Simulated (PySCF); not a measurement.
Trend along the third period: MGe cations

CCSD(T) with double-zeta basis sets in PySCF, for the lowest determinant that a PBE0 search found; no spin–orbit coupling. De refers to high-spin ground-configuration atoms (the charge goes to the atom of lower measured ionisation energy or higher electron affinity, which is not always the lowest computed limit).

| M | basis | reference, frozen orbitals | charged atom | state (unpaired electrons) | Re (Å) | ωe (cm⁻¹) | De (eV) |
| --- | --- | --- | --- | --- | --- | --- | --- |
| Na | pcseg-1 | UHF, 10 | Na+ | triplet (σ ↑, π ↑) | 3.348 | 108 | 0.42 |
| Mg | def2-SVPD | UHF, 10 | Mg+ | doublet (π ↑) | 2.821 | 213 | 1.66 |
| Al | def2-SVP | ROHF, 14 | Al+ | triplet (σ ↑, π ↑) | 2.888 | 160 | 0.76 |
| Si | def2-SVP | UHF, 14 | Ge+ | quartet (σ ↑, π ↑↑) | 2.359 | 366 | 2.91 |
| P | def2-SVP | UHF, 14 | Ge+ | triplet (π ↑↑) | 2.327 | 375 | 2.09 |
| Cl | def2-SVP | RHF, 14 | Ge+ | singlet (closed shell) | 2.076 | 506 | 4.28 |

The shortest bond is that of GeCl⁺ (2.076 Å), the longest that of NaGe⁺ (3.348 Å). GeCl⁺ is bound most strongly (4.28 eV) and NaGe⁺ least (0.42 eV).

The rows differ in basis set, which adds steps of its own.

The state changes along the series, so neighbouring rows are not always alike in their bonding.

Correlated steps freeze the inner cores (10 to 14 orbitals); shallow outer-core shells are correlated. UHF and ROHF references stand side by side, which adds small steps between rows. Weak bonds: NaGe⁺. Basis-set superposition, not corrected here, can be much of De in a small basis, most of all at correlated wavefunction levels. Spin–orbit coupling is left out. For an ion De counts to the pair picked by the measured ionisation energies or electron affinities, which need not be the lowest pair at this level. Where the molecule has an RHF reference, its open-shell atoms are computed with UHF. States were picked by a PBE0 search and need not be the measured ground states.
